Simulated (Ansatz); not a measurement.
Mulliken charges of C₂H₄ClIn (`C=[CH][InH][Cl]`) from r2SCAN/def2-TZVPP in Ansatz (PBE0-D4/def2-TZVP geometry).

| atom | x (Å) | y (Å) | z (Å) | charge (e) |
| --- | --- | --- | --- | --- |
| C1 | -0.788 | 1.165 | 0.310 | -0.123 |
| C2 | 0.410 | 0.763 | -0.106 | -0.306 |
| In3 | 0.817 | -1.300 | -0.325 | 0.703 |
| Cl4 | -1.113 | -2.514 | 0.267 | -0.439 |
| H5 | -1.581 | 0.461 | 0.548 | 0.096 |
| H6 | -1.028 | 2.219 | 0.432 | 0.080 |
| H7 | 1.170 | 1.508 | -0.329 | 0.083 |
| H8 | 2.112 | -2.301 | -0.798 | -0.095 |

Problem. By hand: the dipole of these point charges (1 e Å = 4.8032 D).

Solution. Σ q r = (0.697, 0.379, -0.216) e Å, of length 0.822 e Å = 3.95 D.

Problem. How does the dipole of the full density compare? (Best estimate.)

Solution. Computed: (0.429, 0.504, -0.122) e Å, 3.23 D; the point charges give 1.22 times that, at 21° from its direction.

Point charges leave out the atoms' own dipoles, such as those of lone pairs, and Mulliken's split depends on the basis, so the two needn't agree.
